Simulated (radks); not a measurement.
The numbers below are computed, except where a source is named.
Q: The table gives one normalised radial function P(r) = r R(r) (large component) of Ca in [Ar] 4s2 (r in bohr). Level of theory: Dirac Kohn-Sham, PBE, spin-unpolarised, spherical densities, finite nucleus; Fermi nuclear charge, rms radius 3.4776 fm (a radial shooting solver on a logarithmic mesh with Libxc functionals).

r          P
0.009787  0.0242
0.01285   0.0397
0.01686   0.0646
0.02213   0.1042
0.02905   0.1660
0.03813   0.2596
0.05005   0.3962
0.0657    0.5854
0.08624   0.8300
0.1132    1.1160
0.1486    1.4041
0.1966    1.6293
0.258     1.6914
0.3387    1.5387
0.4446    1.1878
0.5835    0.7468
0.7659    0.3644
1.005     0.1293
1.32      0.0304
1.732     0.0043
2.274     0.0003
2.984     0.0000
3.917     0.0000
5.141     0.0000
6.749     0.0000
8.858     0.0000
11.63     0.0000

Which n and l does it have? It may be an empty orbital.

A: n = 2, l = 1: the number of nodes gives n - l - 1 = 0, the rise at small r points to l (for j = l - 1/2 the large component starts outside the nucleus as r^gamma with gamma = sqrt(l^2 - (Z/c)^2) = 0.99 and the r^(l+1) term takes over further out; the orbital of l - 1 with the same j starts with the same power, but with a larger coefficient, and does not steepen), and the extent must fit the shell. The curve is that of 2p1/2; the two j differ most near the nucleus, where j = l - 1/2 has the larger amplitude, and in heavy atoms j = l - 1/2 is also the more compact. 2p1/2: eigenvalue -337.12 eV, 0 radial nodes, <r> = 0.326 bohr, 90 % of the charge inside 0.538 bohr.
